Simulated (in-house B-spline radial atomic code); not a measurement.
The numbers below are computed, except where a source is named.
Correlation energy from the adiabatic connection: ω²r²/2, ω = 14.9

Two electrons in a singlet, external potential ω²r²/2, ω = 14.9 (atomic units). Full CI in B-splines (partial waves to l = 8, correlation up to 0.6 % small) with the density held fixed gives W(λ) = <V_ee>_λ − U, and E_c is the integral of W(λ) − W(0) from 0 to 1.

| λ | W(λ) − W(0) (hartree) |
| --- | --- |
| 0 | 0.00000 |
| 0.02 | -0.00199 |
| 0.05 | -0.00495 |
| 0.12 | -0.01182 |
| 0.25 | -0.02438 |
| 0.4 | -0.03856 |
| 0.6 | -0.05696 |
| 0.8 | -0.07480 |
| 1 | -0.09210 |

(1) Integrate the table by the trapezoid rule.

(2) Now use only three numbers: W(0) = -3.0248, the initial slope W'(0) = -0.09943 (extrapolated from the first points) and the strong-coupling limit of the point-charge-plus-continuum model, W∞ = -4.138. What do second-order theory and the interpolation W(λ) = W∞ + (W(0) − W∞)/√(1 + 2χλ) of Seidl, Perdew and Levy give?

Results:

(1) The strips give -0.00002, -0.00010, -0.00059, -0.00235, -0.00472, -0.00955, -0.01318, -0.01669, which sum to -0.04720 hartree. The direct value, W(1) − W(0) + T_c with T_c = 0.04487, is -0.04724; the curve is convex, so chords lie above it and the trapezoids fall short in size by 0.07 %.

(2) Second order keeps the slope alone: E_c = W'(0)/2 = -0.04972, +5 % in size against -0.04724. Matching the slope fixes χ = W'(0)/(W∞ − W(0)) = -0.09943/(-1.11320) = 0.08932. Integrating, with s = √(1 + 2χ) = 1.085651, E_c = −(W(0) − W∞)(s − 1)/(s + 1) = −1.11320 × 0.085651/2.085651 = -0.04572 hartree, -3.2 % in size against the full result. At λ = 1 the formula gives W − W(0) = -0.08782 against -0.09210. Part of the miss can come from the model's W∞.
